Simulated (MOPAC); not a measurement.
A run for MOPAC: PM3 on FHSi (SMILES F[SiH]), a point of a bond scan (R = 2.076 Å).

```
PM3 1SCF PRECISE CHARGE=0 THREADS=1
FHSi

Si    -0.20727404 1    -0.34538525 1     0.44957300 1
H     -1.28165121 1    -1.49222754 1    -0.90763703 1
F      0.43388284 1     0.67003240 1    -0.63758381 1
```

It printed:

```
*******************************************************************************
 **                                                                           **
 **                              MOPAC v23.2.5                                **
 **                                                                           **
 *******************************************************************************
 ** MOPAC's Digital Object Identifier: https://doi.org/10.5281/zenodo.6511958 **
 **                                                                           **
 ** Please cite the open-source release paper for use of this MOPAC version:  **
 ** J. E. Moussa and J. J. P. Stewart (2026)                                  **
 ** MOPAC: An open-source semiempirical molecular orbital program             **
 ** J. Open Source Softw., 11(119), 8025, https://doi.org/10.21105/joss.08025 **
 *******************************************************************************

                              PM3 CALCULATION RESULTS

 *******************************************************************************
 *  PM3        - The PM3 Hamiltonian to be used
 *
 *
 *
 *                 CHARGE ON SYSTEM = 0
 *
 *
 *
 *  PRECISE    - TIGHTER CRITERIA TO BE USED
 *  1SCF       - DO 1 SCF AND THEN STOP
 *  THREADS=1  - MULTI-THREADING NOT USED
 *  T=         - A TIME OF 172800.0 SECONDS REQUESTED
 *  DUMP=N     - RESTART FILE WRITTEN EVERY 7200.0 SECONDS REQUESTED
 *******************************************************************************
PM3 1SCF PRECISE CHARGE=0 THREADS=1
 FHSi

   ATOM   CHEMICAL          X               Y               Z
  NUMBER   SYMBOL      (ANGSTROMS)     (ANGSTROMS)     (ANGSTROMS)

     1      Si         -0.20727404  *  -0.34538525  *   0.44957300  *
     2       H         -1.28165121  *  -1.49222754  *  -0.90763703  *
     3       F          0.43388284  *   0.67003240  *  -0.63758381  *



          CARTESIAN COORDINATES

    NO.       ATOM           X           Y           Z

     1        Si         -0.2073     -0.3454      0.4496
     2         H         -1.2817     -1.4922     -0.9076
     3         F          0.4339      0.6700     -0.6376

  H: (PM3): J. J. P. STEWART, J. COMP. CHEM. 10, 209 (1989).
  F: (PM3): J. J. P. STEWART, J. COMP. CHEM. 10, 209 (1989).
 Si: (PM3): J. J. P. STEWART, J. COMP. CHEM. 10, 209 (1989).

           Empirical Formula: H Si F  =     3 atoms



      MOLECULAR POINT GROUP   :   Cs


      RHF CALCULATION, NO. OF DOUBLY OCCUPIED LEVELS = 6


 -------------------------------------------------------------------------------
 PM3 1SCF PRECISE CHARGE=0 THREADS=1
 FHSi



     1SCF WAS SPECIFIED, SO BFGS WAS NOT USED
     SCF FIELD WAS ACHIEVED


                              PM3 CALCULATION
                                                       MOPAC v23.2.5 Linux




          FINAL HEAT OF FORMATION =         -3.82870 KCAL/MOL =     -16.01929 KJ/MOL


          COSMO AREA              =         85.07 SQUARE ANGSTROMS
          COSMO VOLUME            =         70.92 CUBIC ANGSTROMS

          IONIZATION POTENTIAL    =          8.238404 EV
          HOMO LUMO ENERGIES (EV) =         -8.238 -1.974
          NO. OF FILLED LEVELS    =          6
          MOLECULAR WEIGHT        =         48.0918         POINT GROUP:  Cs

          MOLECULAR DIMENSIONS (Angstroms)

            Atom       Atom       Distance
            F     3    H     2     2.77333
            H     2   Si     1     1.20516
           Si     1    F     3     0.00000


          SCF CALCULATIONS        =          1





   ATOM   CHEMICAL          X               Y               Z
  NUMBER   SYMBOL      (ANGSTROMS)     (ANGSTROMS)     (ANGSTROMS)

     1      Si         -0.20727404  *  -0.34538525  *   0.44957300  *
     2       H         -1.28165121  *  -1.49222754  *  -0.90763703  *
     3       F          0.43388284  *   0.67003240  *  -0.63758381  *

                             CARTESIAN COORDINATES

   1   Si       -0.207274040    -0.345385250     0.449573000
   2    H       -1.281651210    -1.492227540    -0.907637030
   3    F        0.433882840     0.670032400    -0.637583810


           Empirical Formula: H Si F  =     3 atoms



      MOLECULAR POINT GROUP   :   Cs


                  EIGENVALUES
 -21.44772 -16.70946 -16.37248 -15.98729 -10.80007  -8.23840  -1.97361   0.98235
   1.55261


              NET ATOMIC CHARGES AND DIPOLE CONTRIBUTIONS

  ATOM NO.   TYPE          CHARGE      No. of ELECS.   s-Pop       p-Pop
    1         Si           0.522524        3.4775     1.81110     1.66638
    2          H          -0.240828        1.2408     1.24083
    3          F          -0.281696        7.2817     1.64037     5.64132
 DIPOLE           X         Y         Z       TOTAL
 POINT-CHG.     0.375    -0.047     3.041     3.064
 HYBRID         0.025     0.512    -2.748     2.796
 SUM            0.400     0.465     0.293     0.680


          ATOMIC ORBITAL ELECTRON POPULATIONS

     Atom    s        px        py        pz
    1 Si   1.81110   0.34438   0.46209   0.85991
    2  H   1.24083
    3  F   1.64037   1.88270   1.86393   1.89470

 **********************
 *                    *
 * JOB ENDED NORMALLY *
 *                    *
 **********************




 == MOPAC DONE ==
```

The run finished.

Cost: roughly 0.020 core-seconds.
